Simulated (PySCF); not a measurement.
C5H6ClF.
SMILES: `F[C@@H]1[C@@H](Cl)C12CC2`

Vertical excitations from PySCF (density fitting, frozen core in the response, grid level 2 and gas phase unless stated; continuum runs use non-equilibrium linear response for the excitations) on a GFN2-xTB geometry. Reference run:

```json
{"settings": "PBE0/def2-SVPD, full TDDFT, 6 singlets", "S1, eV (f)": "6.57 (0.002)", "S2, eV (f)": "6.98 (0.012)", "S3, eV (f)": "7.66 (0.005)", "S4, eV (f)": "7.80 (0.004)", "S5, eV (f)": "8.05 (0.023)", "S6, eV (f)": "8.11 (0.001)", "T1, eV (Tamm–Dancoff)": "5.97", "mean α (au)": "70.3"}
```

Problem. What do these settings give: PBE/def2-SVPD, IEF-PCM chloroform, fitting basis def2-qzvpp-jkfit, full TDDFT, 3 singlets?

Solution. 
```json
{"settings": "PBE/def2-SVPD, IEF-PCM chloroform, fitting basis def2-qzvpp-jkfit, full TDDFT, 3 singlets", "S1, eV (f)": "5.92 (0.005)", "S2, eV (f)": "6.29 (0.015)", "S3, eV (f)": "6.83 (0.005)", "S4, eV (f)": "–", "S5, eV (f)": "–", "S6, eV (f)": "–", "T1, eV (Tamm–Dancoff)": "5.47", "mean α (au)": "90.5"}
```

S1 moves by -0.65 eV; functional and environment change together, so the shift can't be laid on one. States are counted by energy in each run and needn't keep their character from row to row.

Problem. Give the leading configurations of S1 (H = HOMO, L = LUMO) and the HOMO–LUMO gap of each run.

Solution. 
```csv
settings,S1 configurations (weight),S1 (eV),orbital gap (eV),S1 − gap (eV)
"PBE0/def2-SVPD, full TDDFT, 6 singlets",H→L 0.97,6.57,8.07,-1.50
"PBE/def2-SVPD, IEF-PCM chloroform, fitting basis def2-qzvpp-jkfit, full TDDFT, 3 singlets",H→L 0.99,5.92,5.71,+0.21
```

The species at its GFN2-xTB geometry.
